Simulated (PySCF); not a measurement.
PySCF 2.14 output of an unrestricted LDA calculation on a single atom or ion in def2-SVP with the def2 core potential (60 electrons) (6s3p2d1f, 32 functions), with a scalar-relativistic core potential:

```
SCF conv_tol = 1e-09
number electrons alpha = 8  beta = 5
    P. A. M. Dirac.,  Math. Proc. Cambridge Philos. Soc. 26, 376 (1930)
    F. Bloch.,  Z. Phys. 57, 545 (1929)
    S. H. Vosko, L. Wilk, and M. Nusair.,  Can. J. Phys. 58, 1200 (1980)
cycle= 1 E= -56.6920621364968  delta_E= -0.00986  |g|= 0.00756  |ddm|= 0.645
cycle= 2 E= -56.6920940531169  delta_E= -3.19e-05  |g|= 0.00413  |ddm|= 0.0522
cycle= 3 E= -56.6921058659778  delta_E= -1.18e-05  |g|= 0.00104  |ddm|= 0.0151
cycle= 4 E= -56.6921067703417  delta_E= -9.04e-07  |g|= 6.89e-05  |ddm|= 0.00446
cycle= 5 E= -56.6921067752764  delta_E= -4.93e-09  |g|= 4.2e-07  |ddm|= 0.000285
cycle= 6 E= -56.6921067752768  delta_E= -4.12e-13  |g|= 5.02e-09  |ddm|= 4.49e-06
converged SCF energy = -56.6921067752768  <S^2> = 3.7553473  2S+1 = 4.0026728
```

The run itself started from symmetry-adapted Hartree-Fock orbitals and held the occupation by maximum overlap, on a logarithmic radial grid, so the iterations belong to that start.

Q: Which element, charge and spin multiplicity is this?

A: Ta (tantalum, neutral), multiplicity 4; the state was [Xe] 4f14 5d3 6s2, high-spin 4F determinant.

Energies and moments cover only the electrons outside the core potential. Spin-orbit coupling, absent here, splits the open shell strongly.
